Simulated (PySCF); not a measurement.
Computed IR spectrum (relative IR intensity) of a molecule C₅H₇F. Coordinates come from a PBE-D3(BJ)/def2-SVP optimisation. One conformer was computed; it need not be the lowest. All values below come from PBE-D3(BJ)/def2-SVP (PySCF). Harmonic, unscaled wavenumbers; measured fundamentals usually lie a few per cent lower.

Lines under 2 % of the strongest are left out, and lines within 2 cm⁻¹ are merged.

ν (cm⁻¹): 372 (w), 505 (w), 570 (w), 727 (m), 752 (m), 871 (w), 915 (w), 971 (w), 995 (m), 1040 (vs), 1047 (w), 1091 (s), 1135 (m), 1184 (vw), 1229 (vw), 1247 (vw), 1287 (w), 1301 (w), 1342 (s), 1397 (vw), 1415 (w), 1645 (w), 2929 (s), 2957 (m), 3001 (m), 3010 (m), 3069 (m), 3121 (w), 3149 (w) (against the strongest line: vs over 80 %, s over 45 %, m over 15 %, w over 4 %, vw less)

### Question
Pick the molecule that these values belong to.
A) FC=C1CCC1
B) C=C(F)/C=C/C
C) F[C@H]1C=CCC1
D) C#CC[C@@H](C)F

### Answer
C, F[C@H]1C=CCC1
